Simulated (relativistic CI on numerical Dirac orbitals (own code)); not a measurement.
## Radial parameters of Ir XL

Calculated at this level of theory: Dirac-Coulomb-Breit CI, orbitals from a KLI potential per configuration, a model potential for QED, unscaled Slater integrals (own radial code, finite nucleus).

Slater integrals F^k, G^k are unscaled and averaged over j, outside the closed core [Ar] 3d10; ζ comes from projecting the Hamiltonian with its Breit term on Σ l·s of the shell.

- 4s2 4p6 4d2: F^2(4d,4d) = 253030, F^4(4d,4d) = 172470, ζ(4d) = 75114 cm⁻¹; <r>(4d) = 0.3959, <r^2>(4d) = 0.1792 (bohr units).
- 4s2 4p6 4d 4f: ζ(4d) = 75030, F^2(4d,4f) = 255160, F^4(4d,4f) = 166000, G^1(4d,4f) = 255890, G^3(4d,4f) = 178810, G^5(4d,4f) = 132140, ζ(4f) = 13535 cm⁻¹; <r>(4d) = 0.3963, <r^2>(4d) = 0.1795, <r>(4f) = 0.3688, <r^2>(4f) = 0.1537 (bohr units).
- 4s2 4p5 4d3: ζ(4p) = 599330, F^2(4d,4d) = 252980, F^4(4d,4d) = 172430, F^2(4p,4d) = 253410, G^1(4p,4d) = 313470, G^3(4p,4d) = 201150, ζ(4d) = 74828 cm⁻¹; <r>(4p) = 0.396, <r^2>(4p) = 0.1776, <r>(4d) = 0.396, <r^2>(4d) = 0.1793 (bohr units).

Q: Give the Racah parameters of the d shell in 4s2 4p6 4d2.

A: B = F²/49 − 5F⁴/441 = 3209 cm⁻¹ and C = 35F⁴/441 = 13688 cm⁻¹.

Averages of the first 10 configurations, taken without configuration mixing, which lowers the lowest level and can move excited configurations by several eV; other configurations of the list can lie among them:

| Configuration | Parity | States | Average energy above the lowest level (eV) |
| --- | --- | --- | --- |
| 4s2 4p6 4d2 | even | 45 | 33.8 |
| 4s2 4p6 4d 4f | odd | 140 | 253.7 |
| 4s2 4p5 4d3 | odd | 720 | 259.6 |
| 4s 4p6 4d3 | even | 240 | 454.6 |
| 4s2 4p5 4d2 4f | even | 3780 | 476.9 |
| 4s 4p6 4d2 4f | odd | 1260 | 672.2 |
| 4s2 4p6 4d 5s | even | 20 | 578.4 |
| 4s2 4p6 4f 5s | odd | 28 | 797.8 |
| 4s2 4p6 4d 5p | odd | 60 | 661.3 |
| 4s2 4p6 4f2 | even | 91 | 476.4 |
